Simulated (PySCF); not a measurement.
C3H9AlO.

```xyz
14

Al    -0.4402     1.2038     0.5767
H     -2.0060     1.3190     0.8253
O      0.5675     2.5083     1.0358
H      0.2734     3.3297     1.4397
C      0.4377    -0.3464    -0.2328
C     -0.4682    -1.5372    -0.5872
C      0.2820    -2.7096    -1.2213
H      1.2450    -0.6727     0.4515
H      0.9717     0.0054    -1.1374
H     -0.9929    -1.8915     0.3189
H     -1.2696    -1.2072    -1.2734
H      0.7825    -2.4000    -2.1541
H     -0.3934    -3.5467    -1.4636
H      1.0626    -3.0924    -0.5426
```

Geometry optimised at B3LYP-D3(BJ)/def2-SVP. The structure was generated by enumeration; whether it is a known compound was not checked. One conformer was computed; it need not be the lowest.

The numbers are results of PySCF with KT2/pcSseg-1, not measurements. Non-relativistic, no solvent.

Computed absolute GIAO shielding of each atom: isotropic value and principal components (ppm):
| atom | σ(iso) | σ11 | σ22 | σ33 | span |
|---|---|---|---|---|---|
| Al1 | 360.8 | 292.9 | 356.2 | 433.4 | 140.5 |
| H2 | 26.2 | 22.9 | 24.1 | 31.6 | 8.7 |
| O3 | 233.9 | 118.8 | 281.6 | 301.2 | 182.4 |
| H4 | 27.8 | 21.9 | 23.1 | 38.5 | 16.6 |
| C5 | 169.1 | 153.9 | 163.5 | 190.1 | 36.2 |
| C6 | 160.4 | 154.2 | 160.1 | 167.0 | 12.8 |
| C7 | 160.5 | 144.9 | 152.4 | 184.3 | 39.4 |
| H8 | 30.9 | 26.6 | 30.5 | 35.6 | 9.0 |
| H9 | 30.9 | 26.6 | 30.5 | 35.6 | 9.0 |
| H10 | 29.8 | 24.6 | 29.5 | 35.2 | 10.6 |
| H11 | 29.8 | 24.6 | 29.5 | 35.1 | 10.5 |
| H12 | 30.3 | 26.9 | 28.5 | 35.5 | 8.6 |
| H13 | 29.8 | 25.4 | 27.1 | 36.9 | 11.5 |
| H14 | 30.3 | 26.9 | 28.5 | 35.5 | 8.6 |
